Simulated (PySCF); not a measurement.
**Structure from 2D NMR**

Compound of formula C6H8O2. Correlations simulated from computed shifts and couplings:

HSQC (one-bond C–H):
```csv
δH,δC,"¹J(C,H) (Hz)"
5.18,109.2,171
3.96,59.0,150
2.53,31.7,138
2.34,36.6,138
```

COSY cross peaks (|J| ≥ 2 Hz):
```csv
δH,δH,abs. J (Hz),bonds
2.53,2.34,9.3,3
```

HMBC (two and three bonds, |J| ≥ 2.5 Hz):
```csv
δH,δC [abs. J in Hz]
5.18,"204.6 [2.8], 36.6 [6.1], 31.7 [8.1]"
3.96,198.0 [4.7]
2.53,"198.0 [8.0], 109.2 [2.7], 36.6 [2.7]"
2.34,"204.6 [5.8], 198.0 [3.7]"
```

Carbons without hydrogens: δ 204.6, 198.0.

[PySCF 2.14.0 with density-fitted response routines: B3LYP/pcJ-1 coupling constants (without the spin–dipole term); GFN2-xTB structure; shieldings: GIAO PBE0/pcSseg-1; fast rotation and ring inversion assumed for equivalent nuclei; non-relativistic Hamiltonian; no solvent; one conformer]

Scale: TMS for ¹H and ¹³C (reference shieldings calculated alike).

Exchangeable hydrogens are left out of these lists, and C,H couplings along chains are those of one rotamer, so weak HMBC peaks may be missing or extra.

Q: Work out the connectivity.

A: `COC1=CC(=O)CC1`.

Numbering as in the mapped SMILES `[CH3:1][O:2][C:3]1=[CH:4][C:5](=[O:6])[CH2:7][CH2:8]1` (H(Xn): hydrogen on atom n).

1. δC 204.6 is C5, a ketone carbonyl carbon.
2. δC 198.0 is C3, an alkene carbon bearing oxygen.
3. δC 109.2 is C4, a β carbon of an enol-ether or enamine type C=C (δH 5.18).
4. δC 59.0 is C1, a methyl carbon bonded to O (δH 3.96).
5. δC 36.6 is C7, an sp3 CH2 α to a carbonyl (δH 2.34).
6. δC 31.7 is C8, an allylic sp3 CH2 (δH 2.53).
7. HMBC from δH 5.18 reaches the proton-free carbon C5.
8. HMBC from δH 3.96 reaches the proton-free carbon C3.
9. HMBC from δH 2.53 reaches the proton-free carbon C3.
10. HMBC from δH 2.34 reaches the proton-free carbons C5, C3.
11. COSY links 2.53–2.34.

This is the structure that produced the data.

Unscaled 3J(H,H) at this level run about 10 % above measured values. Shifts are as computed. Against solution values, carbons near 30 ppm lie about +3 ppm off and those near 130 ppm about +5 ppm. Of 1211 compounds with measured shifts, 218 miss one by over three times the rms of a fit or turn the order of signals round; such compounds aren't used in these exercises.
